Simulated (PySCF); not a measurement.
Arsenic: a sound run and one with changed settings

Sound run: As⁺ [Ar] 3d10 4s2 4p2, As²⁺ [Ar] 3d10 4s2 4p1. Calculation: PySCF 2.14, in x2c-TZVPall (6s5p4d1f, 48 functions); the spin-free X2C one-electron Hamiltonian (Gaussian nucleus). In the sound run the correlated levels freeze [Ar] 3d10. The sound run starts from symmetry-adapted Hartree-Fock orbitals and uses a fine grid where one is needed.

Changed run: basis STO-3G, all-electron and non-relativistic. This setting is unsound on purpose.

| species | method | sound run (hartree) | changed run (hartree) | converged |
| --- | --- | --- | --- | --- |
| As⁺ | UHF | -2258.66337 | -2209.00633 | yes |
| As⁺ | PBE0 | -2260.06583 | -2210.00018 | yes |
| As⁺ | PBE | -2260.02687 | -2209.79692 | yes |
| As⁺ | MP2 | -2258.71611 | -2209.01391 | yes |
| As⁺ | CCSD(T) | -2258.73266 | -2209.01980 | yes |
| As²⁺ | UHF | -2258.00411 | -2208.37732 | yes |
| As²⁺ | PBE0 | -2259.38478 | -2209.34604 | yes |
| As²⁺ | PBE | -2259.34749 | -2209.14530 | yes |
| As²⁺ | MP2 | -2258.04312 | -2208.39291 | yes |
| As²⁺ | CCSD(T) | -2258.05752 | -2208.40405 | yes |

Ionisation energy of As⁺:

| method | sound run (eV) | changed run (eV) |
| --- | --- | --- |
| UHF | 17.939 | 17.116 |
| PBE0 | 18.532 | 17.800 |
| PBE | 18.487 | 17.732 |
| MP2 | 18.313 | 16.898 |
| SCS-MP2 | 18.240 | 16.855 |
| CCSD | 18.348 | 16.755 |
| CCSD(T) | 18.372 | 16.755 |

A minimal basis cannot let orbitals breathe on ionisation and holds almost no correlation. The Hamiltonian changed with the basis, so the totals do not compare.

For comparison, NIST gives 18.589 eV between the lowest levels.
